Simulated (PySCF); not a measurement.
C2H7AlClN.

```xyz
12

Al     0.8531     0.3785     0.0000
H      2.4222     0.3848     0.0000
Cl    -0.2528     2.1817     0.0000
N     -0.0592    -1.1466     0.0000
C     -1.5070    -1.2487     0.0000
C      0.6016    -2.4389     0.0000
H     -1.8767    -1.7944    -0.8908
H     -1.8767    -1.7944     0.8908
H     -1.9689    -0.2504     0.0000
H      0.3288    -3.0394     0.8908
H      0.3288    -3.0394    -0.8908
H      1.6975    -2.3234     0.0000
```
Charge 0, spin multiplicity 1.

Geometry optimised at B3LYP-D3(BJ)/def2-SVP. The structure was generated by enumeration; whether it is a known compound was not checked. The values are those of a single conformer.

These are PySCF with PBE0/pcSseg-1 values and carry that method's errors. Non-relativistic, no solvent.

Computed absolute GIAO shielding of each atom: isotropic value and principal components (ppm):
```csv
atom,σ(iso),σ11,σ22,σ33,span
Al1,393.4,365.0,383.4,431.7,66.6
H2,26.9,22.8,25.2,32.5,9.7
Cl3,953.3,840.9,966.2,1052.8,211.9
N4,188.9,101.6,223.8,241.1,139.6
C5,143.2,117.4,131.8,180.6,63.2
C6,144.1,117.3,132.8,182.3,65.0
H7,28.9,24.9,26.3,35.5,10.7
H8,28.9,24.9,26.3,35.5,10.7
H9,27.7,22.0,29.2,32.0,10.0
H10,28.8,24.4,26.4,35.6,11.1
H11,28.8,24.4,26.4,35.6,11.1
H12,28.2,23.6,27.1,33.8,10.2
```
